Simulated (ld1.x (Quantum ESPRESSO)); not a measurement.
**u(r) = r·R(r): atom against pseudo-atom (Sb (Z = 51))**

Columns: radius, all-electron u(r) and pseudo u(r) of the 5p shell (level -4.83 eV) of antimony in the configuration [Kr] 4d10 5s2 5p3; PBE, scalar-relativistic, TM scheme, ld1.x (Quantum ESPRESSO) 7.5.

```csv
r (bohr),all-electron,pseudo
0.103,0.0597,-0.0052
0.205,-0.1646,-0.0198
0.308,-0.1258,-0.0422
0.410,0.0489,-0.0691
0.513,0.2034,-0.0978
0.615,0.2779,-0.1251
0.718,0.2749,-0.1502
0.820,0.2158,-0.1728
0.923,0.1233,-0.1950
1.025,0.0174,-0.2190
1.128,-0.0913,-0.2481
1.230,-0.1934,-0.2843
1.332,-0.2857,-0.3293
1.435,-0.3673,-0.3827
1.538,-0.4366,-0.4398
1.640,-0.4936,-0.4938
1.743,-0.5402,-0.5402
1.845,-0.5764,-0.5764
1.948,-0.6041,-0.6041
2.050,-0.6236,-0.6236
2.153,-0.6364,-0.6364
2.255,-0.6432,-0.6432
2.358,-0.6448,-0.6448
2.460,-0.6421,-0.6421
2.562,-0.6357,-0.6357
2.665,-0.6262,-0.6262
```

(1) How many radial nodes do the two functions have?

(2) At about which radius was the pseudo-wave matched?

(3) Is the pseudo-wave norm-conserving?

Answers

(1) The all-electron 5p function has n − l − 1 = 3; the pseudo-wave has 0, since the states of the same l below it are removed with the core.

(2) 1.75 bohr. The columns agree to 0.0005 from 1.64 bohr on; several derivatives are matched, so the curves merge somewhat inside the radius.

(3) Yes: the TM scheme keeps the norm inside the radius equal to the all-electron one, which fixes the energy derivative of the logarithmic derivative at the level.
